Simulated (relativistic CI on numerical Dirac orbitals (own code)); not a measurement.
## Forbidden lines of Xe XLV

Computed by Dirac-Coulomb-Breit CI, KLI orbitals optimised for each configuration, model QED (radiative potential, 1s self-energy scaled to tabulated hydrogen-like ionisation energies), unscaled Slater integrals (own radial code, finite nucleus).

Configuration list (outside the closed core 1s2): 2s²2p⁶, 2s²2p⁵3s, 2s²2p⁵3p, 2s²2p⁵3d, 2s2p⁶3s, 2s2p⁶3p, 2s2p⁶3d, 2s²2p⁵4s, 2s²2p⁵4p, 2s²2p⁵4d, 2s²2p⁵4f, 2s2p⁶4s, 2s2p⁶4p, 2s²2p⁴3s², 2s2p⁶4d, 2s2p⁶4f, 2s²2p⁵5s, 2s²2p⁴3s3p, 2s²2p⁵5p, 2s²2p⁵5d, 2s²2p⁵5f, 2s²2p⁵5g, 2s²2p⁴3p², 2s²2p⁴3s3d, 2s²2p⁴3p3d, 2s2p⁵3s², 2s²2p⁴3d², 2s2p⁵3s3p, 2s2p⁵3p², 2s2p⁵3s3d, 2s2p⁶5s, 2s2p⁶5p, 2s2p⁶5d, 2s2p⁶5f, 2s2p⁶5g, 2s2p⁵3p3d. Levels of other configurations are missing.

```tsv
λ vac (nm)	Lower	Upper	Type	A (s⁻¹)	gf	Branching (%)
0.18928	2s²2p⁶ ¹S0 [1]	2s2p⁶4d ¹D2 [101]	E2	5.88e+11	1.58e-03	2.0
0.23935	2s²2p⁶ ¹S0 [1]	2s2p⁶3d ¹D2 [37]	E2	1.58e+12	6.79e-03	45.0
0.24068	2s²2p⁶ ¹S0 [1]	2s2p⁶3d ³D2 [35]	E2	2.93e+11	1.27e-03	12.5
0.25509	2s²2p⁶ ¹S0 [1]	2s²2p⁵3d ³P°2 [27]	M2	1.63e+09	7.95e-06	2.9
0.26228	2s²2p⁶ ¹S0 [1]	2s²2p⁵3p ³D2 [23]	E2	1.32e+11	6.79e-04	48.1
0.27388	2s²2p⁶ ¹S0 [1]	2s²2p⁵3d ¹D°2 [15]	M2	7.47e+09	4.20e-05	12.8
0.28192	2s²2p⁶ ¹S0 [1]	2s²2p⁵3p ³P2 [8]	E2	1.15e+11	6.84e-04	42.6
0.28806	2s²2p⁶ ¹S0 [1]	2s²2p⁵3p ³D2 [5]	E2	1.17e+11	7.25e-04	86.7
0.28823	2s²2p⁶ ¹S0 [1]	2s²2p⁵3p ³P1 [4]	M1	9.80e+08	3.66e-06	5.3
0.29458	2s²2p⁶ ¹S0 [1]	2s²2p⁵3s ³P°2 [2]	M2	2.29e+08	1.49e-06	100.0
3.7707	2s²2p⁵3s ¹P°1 [3]	2s²2p⁵3s ³P°0 [18]	M1	3.38e+08	7.21e-05	28.8
```

Terms are leading LS components. Brackets give the number of a level in order of energy, since labels repeat. The list gives strong lines, with weight on those to low levels, among the lowest 157 of 838 levels, so that lines to higher ones, which can be the strongest, are missing. Levels whose partners in the same complex of configurations lie outside the list can be far off, and so can their lines. Rates are taken at the computed energies, electric ones in the length gauge.

At this charge energies of transitions that change n are usually good to better than 1 %, and those within a shell (Δn = 0) to a few per cent.

LS names give the leading component of a level, which can be under half, so a name can repeat, a term be missing and a line seem to break the LS rules.
